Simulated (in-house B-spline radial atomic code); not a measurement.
## Br³⁺: [He] 2s2 (2p1/2)1 (2p3/2)4 3s2 3p6 3d10 4s2 4p3 (with a hole in an inner shell)

Method: Dirac-Kohn-Sham PBE0, spherical fractional occupations, Fermi nucleus of rms radius 4.1629 fm. Calculated with a B-spline radial code for spherical atoms.

Screening seen three ways: the hydrogenic charge with the same mean radius, Z_r = [3n² - l(l+1)]/(2<r>), the one with the same energy, Z_e = n√(-2ε), and Slater's rules. Values are occupation-weighted means over j. An effective charge above Z reflects the relativistic contraction of the inner shells.

```json
{"shell": "1s", "electrons": "2", "ε (eV)": "-13536", "<r> (bohr)": "0.04271", "Z_r": "35.12", "Z_e": "31.54", "Slater": "34.70"}
{"shell": "2s", "electrons": "2", "ε (eV)": "-1859.8", "<r> (bohr)": "0.1875", "Z_r": "32.01", "Z_e": "23.38", "Slater": "31.20"}
{"shell": "2p", "electrons": "5", "ε (eV)": "-1652.5", "<r> (bohr)": "0.1639", "Z_r": "30.51", "Z_e": "22.04", "Slater": "31.20"}
{"shell": "3s", "electrons": "2", "ε (eV)": "-306.62", "<r> (bohr)": "0.5385", "Z_r": "25.07", "Z_e": "14.24", "Slater": "24.60"}
{"shell": "3p", "electrons": "6", "ε (eV)": "-240.38", "<r> (bohr)": "0.5463", "Z_r": "22.88", "Z_e": "12.61", "Slater": "24.60"}
{"shell": "3d", "electrons": "10", "ε (eV)": "-129.49", "<r> (bohr)": "0.5509", "Z_r": "19.06", "Z_e": "9.26", "Slater": "14.85"}
{"shell": "4s", "electrons": "2", "ε (eV)": "-60.379", "<r> (bohr)": "1.489", "Z_r": "16.12", "Z_e": "8.43", "Slater": "9.30"}
{"shell": "4p", "electrons": "3", "ε (eV)": "-43.21", "<r> (bohr)": "1.686", "Z_r": "13.64", "Z_e": "7.13", "Slater": "9.30"}
```

The least bound orbital is 4p3/2 at -42.95 eV, and it is also the most diffuse (<r> = 1.694 bohr). The part-filled 2p shell lies below the filled 4s shell in orbital energy.

For the 1s electron the small component carries 1.61 % of the norm, the zero-frequency Breit interaction raises the level by 20.61 eV, self-energy by 11.4 eV, and vacuum polarisation lowers it by 1.163 eV.

Caution: exact exchange at fractional occupations of open shells leaves self-interaction of up to several eV.
